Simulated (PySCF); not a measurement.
Excitation energy of Pd by level of theory

Pd [Kr] 4d10 (1S) → Pd [Kr] 4d9 5s1 (3D), as a difference of total energies. Calculation: PySCF 2.14, in aug-cc-pVDZ-PP with ECP28MDF (5s5p4d2f, 54 functions); a scalar-relativistic core potential. Correlated levels: valence: 4s2 4p6 frozen. The calculations carry no spin-orbit coupling.

```tsv
method	excitation energy (eV)
UHF	-0.031
LDA	0.968
PBE	0.847
PBE0	0.776
r2SCAN	0.613
HSE06	0.745
TPSSh	0.718
B3LYP	0.775
PBEsol	0.874
MP2 (valence)	1.218
SCS-MP2 (valence)	1.169
```

Problem. How much does correlation contribute at MP2 (valence)?

Solution. 1.218 − (-0.031) = 1.249 eV, measured against UHF.
